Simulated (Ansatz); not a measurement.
Program: Ansatz. Geometries: PBE0-D4/def2-TZVP. ΔE: electronic, gas phase. CBS: MP2 limit from def2 TZ/QZ plus the TZ coupled-cluster correction, frozen cores. Functionals use def2-TZVPP. One conformer a species, not always the lowest.

Reaction (isomerisation): `O=C1C[SiH2]1` → `C#C[SiH2]O`

Is it downhill or uphill in electronic energy at CCSD(T)/CBS, and by how much? (Estimate.)

The calculation gave: Downhill: ΔE = -46.8 kcal/mol.

What do these levels give: B97M-V, r2SCAN, r2SCAN0, MP2/def2-SVP, MP2/def2-TZVPP, SCS-MP2/def2-QZVPP? (Estimate.)

Computed: B97M-V -37.6, r2SCAN -37.2, r2SCAN0 -39.5, MP2/def2-SVP -39.1, MP2/def2-TZVPP -48.5, SCS-MP2/def2-QZVPP -50.3 kcal/mol.

What do rigid-rotor, harmonic-oscillator terms from PBE0-D4/def2-TZVP frequencies (298.15 K, 1 bar) make of the CCSD(T)/CBS value? (An estimate is asked.)

Ansatz gave: ΔZPE = +0.6 kcal/mol, ΔH = -45.9 kcal/mol, ΔS = 7 J/(mol·K), ΔG = -46.4 kcal/mol.

Largest T1 diagnostic among the species: 0.017.

At CCSD(T), def2-SVP lies +11.0 kcal/mol from the extrapolated value and def2-TZVPP +1.5 kcal/mol. From r2SCAN to r2SCAN0 (25 % exact exchange), in def2-TZVPP and without D4, ΔE moves by −2.4 kcal/mol. In def2-TZVPP, CCSD(T) changes the Hartree–Fock value by +8.6 kcal/mol (the triples alone add +1.7 kcal/mol) and MP2 by +5.5 kcal/mol.
